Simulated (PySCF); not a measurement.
```xyz
6
charge 0 multiplicity 1, angstrom
Sb    0.0000    0.0000    0.0000
H     0.0000    0.0000    1.7707
H     0.0000    0.0000   -1.7707
H     1.7101    0.0000    0.0000
H    -0.8550    1.4810    0.0000
H    -0.8551   -1.4810    0.0000
```

All numbers come from PBE0 in PySCF with Sb def2-TZVP with ECP28, H def2-TZVP; scalar-relativistic core potentials, no spin–orbit coupling; density-fitted integrals.

This geometry of SbH₅ is a stationary point at this level.

Problem. What is the point group?

Solution. D3h.

Problem. Is it a minimum?

Solution. Yes: all harmonic wavenumbers are real.

Problem. List the harmonic modes with their infrared intensities.

Solution. 
```tsv
symmetry	ω (cm⁻¹)	IR (km/mol, summed over degenerate members)	type
e'	442	13.0	bend
e'	839	462	bend
a2''	892	329	bend
e''	1069	0.0	bend
a1'	1643	0.0	stretch
a2''	1689	674	stretch
e'	1928	326	stretch
a1'	1954	0.0	stretch
```

Problem. Give the ideal-gas entropy at 298.15 K and 1 bar by parts.

Solution. translation 169.2, rotation 62.4, vibration 9.6, spin 0.0; total 241.2 J/(mol K).

In D3h the vibrations span 3e' + 2a2'' + e'' + 2a1'. The a1', e'' modes carry no infrared intensity, as symmetry demands.
